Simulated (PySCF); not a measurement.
Vertical excitations of a molecule C2H12Si4 from PySCF 2.14.0 with TDA-LC-ωPBE/def2-SVPD, as energy in eV (oscillator strength): 6.81 (0.029), 6.90 (0.042), 7.15 (0.017), 7.27 (0.012), 7.61 (0.263), 7.89 (0.049). Lowest triplet (TDA): 5.78 eV. The structure is a stationary point at PBE-D3(BJ)/def2-SVP. One conformer was computed; it need not be the lowest.

Task: Identify the compound among the candidates.
A. [SiH3][C@H]1[SiH2]C[SiH2][SiH2]1
B. [SiH3][SiH]1C[SiH2][SiH2]C1
C. C=C[Si]([SiH3])([SiH3])[SiH3]
D. [SiH3][C@H]1[SiH2]C[Si@@H]1[SiH3]

Result: B, [SiH3][SiH]1C[SiH2][SiH2]C1
